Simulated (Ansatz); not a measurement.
Ansatz results at the PBE0-D4/def2-TZVP geometry: HOMO energy (PBE0/def2-TZVPP) -7.04 eV; size of the dipole moment (PBE/def2-TZVPP) 0.67 D; LUMO energy (PBE0/def2-TZVPP) 0.07 eV.

Each molecule was computed in one conformer, which needn't be the lowest.

Which molecule gave them?
A. `[CH3][Al]([Cl])[GaH2]`
B. `[CH3][GeH]([OH])[SeH]`
C. `[SeH][SiH]1BS1`
D. `C1[CH2][SnH2][O]1`

B. The others give `C1[CH2][SnH2][O]1`: -7.09, 2.35, -0.98; `[CH3][Al]([Cl])[GaH2]`: -7.01, 1.83, -2.20; `[SeH][SiH]1BS1`: -7.04, 0.95, -2.00.
